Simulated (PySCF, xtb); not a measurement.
BeClBr, SMILES [Cl][Be][Br].

GFN2-xTB (xtb 6.7.1) at its own geometry gives an orbital gap of 6.31 eV and a dipole moment of 3.49 D.

Geometry optimised at r2SCAN-D4/def2-TZVP.

### Question
What does B3LYP/def2-TZVPD run with PySCF give? (Estimate from the structure and the level; the computed values follow.)

### Answer
gap 7.85 eV (levels -8.77 and -0.92 eV), dipole 0.13 D.
